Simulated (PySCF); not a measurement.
Species: C7H11FO.
SMILES: `O=C(F)C1CCCCC1`

The closed-shell ground state was solved at several levels (PySCF, density fitting, gas phase, non-relativistic). One conformer (not necessarily the lowest) at the PBE0-D3(BJ)/def2-SVP geometry, without solvent, vibrations or thermal averaging.

| level | basis functions | HOMO (eV) | LUMO (eV) | gap (eV) | dipole (D) |
| --- | --- | --- | --- | --- | --- |
| PBE0/pcSseg-1 | 208 | -8.63 | -0.36 | 8.27 | 2.98 |
| CAM-B3LYP/def2-SVPD | 274 | -10.16 | 0.58 | 10.74 | 3.12 |

(1) What might KT3/pcSseg-1 (208 basis functions) give for the same quantities?

(2) Over all these levels, which gives the widest orbital gap and which the narrowest?

(3) How far do the dipole and the HOMO energy spread over the levels?

Answers

(1) HOMO -7.12 eV, LUMO -1.40 eV, gap 5.72 eV, dipole 2.79 D.

(2) CAM-B3LYP/def2-SVPD (range-separated hybrid) has the widest, 10.74 eV, and KT3/pcSseg-1 (GGA) the narrowest, 5.72 eV. Functional and basis both differ between the two, so the spread mixes both effects.

(3) The dipole runs from 2.79 to 3.12 D (mean 2.96 D) and the HOMO from -10.16 to -7.12 eV.
